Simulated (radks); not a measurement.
Results of a calculation; reference values are marked as such.
The gadolinium ion Gd2+ inside a hard spherical wall (all orbitals vanish at R), configuration held at [Xe] 4f7 5d1 and not refilled when levels cross. Level of theory: scalar-relativistic Kohn-Sham, PBE, spin-polarised, spherical densities, finite nucleus; open shells are filled with parallel spins first (spin-orbit coupling, left out, can overturn this in heavy ions); Fermi nuclear charge, rms radius 5.1569 fm (a radial shooting solver on a logarithmic mesh with Libxc functionals). Eigenvalues in eV for spin up, with the zero of energy where the potential of the charges vanishes at infinity; a dash marks a level that is unbound or too diffuse for the functional's potential to be trusted. A positive occupied level is held by the wall or, in an anion where self-interaction has pushed it up, behind a barrier. The pressure on the wall is -dE/dV.

[
 {"R (bohr)": "free", "E (hartree)": "-11269.9371", "kinetic (hartree)": "12099.769", "e(5s)": "-64.750", "e(5p)": "-41.990", "e(4f)": "-24.301", "e(5d)": "-15.772", "e(6s, empty)": "-15.396", "e(6p, empty)": "-11.016", "pressure (GPa)": "0"},
 {"R (bohr)": "20", "E (hartree)": "-11269.9371", "kinetic (hartree)": "12099.769", "e(5s)": "-64.750", "e(5p)": "-41.990", "e(4f)": "-24.301", "e(5d)": "-15.772", "e(6s, empty)": "-15.396", "e(6p, empty)": "-11.016", "pressure (GPa)": "< 0.0001"},
 {"R (bohr)": "15", "E (hartree)": "-11269.9371", "kinetic (hartree)": "12099.769", "e(5s)": "-64.750", "e(5p)": "-41.990", "e(4f)": "-24.301", "e(5d)": "-15.772", "e(6s, empty)": "-15.396", "e(6p, empty)": "-11.016", "pressure (GPa)": "< 0.0001"},
 {"R (bohr)": "12", "E (hartree)": "-11269.9371", "kinetic (hartree)": "12099.769", "e(5s)": "-64.750", "e(5p)": "-41.990", "e(4f)": "-24.301", "e(5d)": "-15.772", "e(6s, empty)": "-15.396", "e(6p, empty)": "-11.015", "pressure (GPa)": "< 0.0001"},
 {"R (bohr)": "8", "E (hartree)": "-11269.9369", "kinetic (hartree)": "12099.771", "e(5s)": "-64.740", "e(5p)": "-41.981", "e(4f)": "-24.291", "e(5d)": "-15.761", "e(6s, empty)": "-15.359", "e(6p, empty)": "-10.834", "pressure (GPa)": "0.00836"},
 {"R (bohr)": "6", "E (hartree)": "-11269.9335", "kinetic (hartree)": "12099.797", "e(5s)": "-64.606", "e(5p)": "-41.857", "e(4f)": "-24.151", "e(5d)": "-15.577", "e(6s, empty)": "-14.754", "e(6p, empty)": "-9.349", "pressure (GPa)": "0.360"},
 {"R (bohr)": "3.5", "E (hartree)": "-11269.6770", "kinetic (hartree)": "12101.401", "e(5s)": "-61.713", "e(5p)": "-38.949", "e(4f)": "-20.714", "e(5d)": "-10.094", "e(6s, empty)": "1.281", "e(6p, empty)": "14.165", "pressure (GPa)": "104"},
 {"R (bohr)": "3", "E (hartree)": "-11269.1560", "kinetic (hartree)": "12104.383", "e(5s)": "-58.243", "e(5p)": "-35.051", "e(4f)": "-16.470", "e(5d)": "-3.618", "e(6s, empty)": "18.760", "e(6p, empty)": "36.081", "pressure (GPa)": "467"},
 {"R (bohr)": "2", "E (hartree)": "-11260.4066", "kinetic (hartree)": "12142.712", "e(5s)": "-24.129", "e(5p)": "6.000", "e(4f)": "17.454", "e(5d)": "53.688", "e(6s, empty)": "159.44", "e(6p, empty)": "194.12", "pressure (GPa)": "15200"},
 {"R (bohr)": "1.5", "E (hartree)": "-11228.8385", "kinetic (hartree)": "12256.550", "e(5s)": "71.400", "e(5p)": "117.22", "e(4f)": "81.996", "e(5d)": "187.88", "e(6s, empty)": "456.23", "e(6p, empty)": "507.62", "pressure (GPa)": "136000"}
]
